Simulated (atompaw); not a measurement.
# Which setting gave this result? (technetium (Tc), PAW (atompaw))

Base potential:

atompaw 4.2.0.5 input, output lines left out:

```
Tc 43
GGA-PBE scalarrelativistic loggrid 1500 logderivrange -7 5 301
5 5 4 0 0 0
5 0 0
5 1 0
4 2 5
0 0 0
c
c
c
c
v
c
c
v
v
c
v
2
2.80 2.50 2.05 1.60
y
0.85
n
n
y
-0.15
n
custom rrkj gramschmidtortho besselshape
3 0 troulliermartins
2.80
2.80
1.35
2.80
1.75
1.75
```

Cutoffs, loose and tight: the cutoffs (Ry, on a coarse ladder) from which the occupation-weighted sum of valence levels, in a spherical-Bessel basis at the reference potential, stays within 10 and 1 mRy of its value at 400 Ry. They see the waves, projectors and local potential, not the compensation charge or the core.

Only the scale of all radii (base = 1) is moved (3 further runs of the sweep failed or gave no value and are left out):

| scale of all radii (base = 1) | cutoff, loose | cutoff, tight | bound ghosts |
| --- | --- | --- | --- |
| 0.83 | 55 Ry | 120 Ry | s |
| 0.9 | 50 Ry | 100 Ry | s |
| 0.96 | 45 Ry | 90 Ry | s |
| 1.16 | 35 Ry | 60 Ry | s |
| 1.2 | 30 Ry | 55 Ry | s |

**Question.** One more run gave cutoff, loose: 40 Ry; cutoff, tight: 70 Ry; bound ghosts: s. Which value of the scale of all radii (base = 1) was used?

**Answer.** 1.08. The loose cutoff moves one way along this sweep, from 55 Ry at 0.83 to 30 Ry at 1.2, which places the run between 0.96 and 1.16.
